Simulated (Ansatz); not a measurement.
Start from `N[SiH2]I` and change one atom or group to get `C[SiH2]N`.

Ansatz, PBE0-D4/def2-TZVP geometries, multiplicity 1. Each molecule was computed in one conformer, which needn't be the lowest.

Elements past krypton have def2 core potentials.

```tsv
property	`N[SiH2]I`
HOMO–LUMO gap (PBE0/def2-TZVPP) / eV	7.34
HOMO–LUMO gap (ωB97M-V/def2-TZVPP) / eV	11.24
LUMO energy (PBE0/def2-TZVPP) / eV	-0.09
zero-point energy (PBE0-D4/def2-TZVP) / kJ/mol	116.1
size of the dipole moment (ωB97M-V/def2-TZVPP) / D	2.15
size of the dipole moment (PBE/def2-TZVPP) / D	2.15
```

Problem. Give the same properties after the change, and the shifts. (An estimate is asked.)

Solution. Ansatz gave: 
```csv
property,`C[SiH2]N`,shift
HOMO–LUMO gap (PBE0/def2-TZVPP) / eV,7.88,0.54
HOMO–LUMO gap (ωB97M-V/def2-TZVPP) / eV,11.69,0.45
LUMO energy (PBE0/def2-TZVPP) / eV,0.69,0.78
zero-point energy (PBE0-D4/def2-TZVP) / kJ/mol,207.8,91.7
size of the dipole moment (ωB97M-V/def2-TZVPP) / D,1.52,-0.63
size of the dipole moment (PBE/def2-TZVPP) / D,1.51,-0.64
```

With PBE0 the HOMO rises by 0.24 eV and the LUMO rises by 0.78 eV, so the gap widens by about 0.54 eV. PBE moves the HOMO by 0.46 eV and ωB97M-V by 0.01 eV. The zero-point energy changes by 91.7 kJ/mol with +9 modes. Dipoles are sizes alone; their direction can turn.

Spin–orbit coupling is left out; it splits and shifts lone-pair levels of the heavy atoms by tenths of an eV.
